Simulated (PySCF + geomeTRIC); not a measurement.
Level of theory: PySCF + geomeTRIC with TPSSh-D3(BJ)/def2-TZVP. fastk is a local helper that only speeds up exchange builds. No frequencies were computed at this level.

```python
import json, numpy as np
from pyscf import gto, dft
from fastk import lowrank_exchange
atoms = """
C      2.195492     0.264425     0.037676
S      0.756755     1.353295     0.256055
C     -0.520372     0.206975    -0.274847
C     -1.876670     0.315942     0.344800
C     -0.994052    -0.845332     0.680029
H      2.068599    -0.626514     0.645712
H      3.066216     0.821888     0.365275
H      2.293693     0.000838    -1.011827
H     -0.444078    -0.032264    -1.327681
H     -2.737292     0.155190    -0.286767
H     -2.020605     1.074451     1.098478
H     -0.549267    -0.869042     1.663535
H     -1.238412    -1.819847     0.283745
"""
def scf(charge, spin, dm0=None):
    mol = gto.M(atom=atoms, basis='def2-tzvp', ecp={}, charge=charge, spin=spin, verbose=3, max_memory=5040)
    mf = dft.KS(mol, xc='tpssh').density_fit(auxbasis="def2-universal-jkfit")
    mf.disp = 'd3bj'
    mf.grids.level = 3
    mf.conv_tol = 1e-8
    mf.max_cycle = 60
    mf.kernel(dm0)
    if not mf.converged:
        mf = mf.newton().run(mf.mo_coeff, mf.mo_occ).undo_soscf()
    return mf
mf = scf(0, 0)
from pyscf.geomopt.geometric_solver import kernel as optimize
path = []
done, mol = optimize(mf, maxsteps=80, assert_convergence=False, callback=lambda env: path.append((env["energy"], bool(env["g_scanner"].converged))))
res = dict(converged=bool(done and path[-1][1]), energy=path[-1][0], path=[e for e, c in path], xyz=mol.atom_coords(unit="Angstrom").tolist(), nao=mol.nao)
json.dump(res, open("result.json", "w"))
```

Output:

```
converged SCF energy = -555.514855480725
Geometry optimization cycle 1
converged SCF energy = -555.514855482149
cycle 1: E = -555.514855482  dE = -555.515  norm(grad) = 0.0192142
Geometry optimization cycle 2
converged SCF energy = -555.515406191408
cycle 2: E = -555.515406191  dE = -0.000550709  norm(grad) = 0.00952247
Geometry optimization cycle 3
converged SCF energy = -555.515588178062
cycle 3: E = -555.515588178  dE = -0.000181987  norm(grad) = 0.00353953
Geometry optimization cycle 4
converged SCF energy = -555.515618097244
cycle 4: E = -555.515618097  dE = -2.99192e-05  norm(grad) = 0.00135967
Geometry optimization cycle 5
converged SCF energy = -555.515623607512
cycle 5: E = -555.515623608  dE = -5.51027e-06  norm(grad) = 0.000624253
Geometry optimization cycle 6
converged SCF energy = -555.515626523516
cycle 6: E = -555.515626524  dE = -2.916e-06  norm(grad) = 0.000315814
Geometry optimization cycle 7
converged SCF energy = -555.515627399667
cycle 7: E = -555.5156274  dE = -8.76151e-07  norm(grad) = 0.000227486
Geometry optimization cycle 8
converged SCF energy = -555.515627784375
cycle 8: E = -555.515627784  dE = -3.84709e-07  norm(grad) = 0.000133759
Geometry optimization cycle 9
converged SCF energy = -555.515627916509
cycle 9: E = -555.515627917  dE = -1.32134e-07  norm(grad) = 6.69103e-05
<class 'geometric.internal.Distance'> : 13
<class 'geometric.internal.Angle'> : 24
<class 'geometric.internal.OutOfPlane'> : 1
<class 'geometric.internal.Dihedral'> : 30
<class 'geometric.internal.TranslationX'> : 1
<class 'geometric.internal.TranslationY'> : 1
<class 'geometric.internal.TranslationZ'> : 1
<class 'geometric.internal.RotationA'> : 1
<class 'geometric.internal.RotationB'> : 1
<class 'geometric.internal.RotationC'> : 1
Step    0 : Gradient = 5.329e-03/1.280e-02 (rms/max) Energy = -555.5148554821
Step    1 : Displace = 3.389e-02/5.134e-02 (rms/max) Trust = 1.000e-01 (=) Grad = 2.641e-03/6.669e-03 (rms/max) E (change) = -555.5154061914 (-5.507e-04) Quality = 1.235
Step    2 : Displace = 2.344e-02/4.795e-02 (rms/max) Trust = 1.414e-01 (+) Grad = 9.817e-04/1.475e-03 (rms/max) E (change) = -555.5155881781 (-1.820e-04) Quality = 1.003
Step    3 : Displace = 9.195e-03/1.403e-02 (rms/max) Trust = 2.000e-01 (+) Grad = 3.771e-04/7.943e-04 (rms/max) E (change) = -555.5156180972 (-2.992e-05) Quality = 1.185
Step    4 : Displace = 3.751e-03/5.764e-03 (rms/max) Trust = 2.828e-01 (+) Grad = 1.731e-04/3.525e-04 (rms/max) E (change) = -555.5156236075 (-5.510e-06) Quality = 1.614
Step    5 : Displace = 4.485e-03/6.504e-03 (rms/max) Trust = 3.000e-01 (+) Grad = 8.759e-05/1.615e-04 (rms/max) E (change) = -555.5156265235 (-2.916e-06) Quality = 1.811
Step    6 : Displace = 2.169e-03/3.311e-03 (rms/max) Trust = 3.000e-01 (=) Grad = 6.309e-05/1.227e-04 (rms/max) E (change) = -555.5156273997 (-8.762e-07) Quality = 2.660
Step    7 : Displace = 1.192e-03/1.949e-03 (rms/max) Trust = 3.000e-01 (=) Grad = 3.710e-05/6.994e-05 (rms/max) E (change) = -555.5156277844 (-3.847e-07) Quality = 3.171
Step    8 : Displace = 5.860e-04/1.117e-03 (rms/max) Trust = 3.000e-01 (=) Grad = 1.856e-05/3.677e-05 (rms/max) E (change) = -555.5156279165 (-1.321e-07) Quality = 2.949
Converged! =D
```

Cost: about 4 core-minutes (a rough figure).
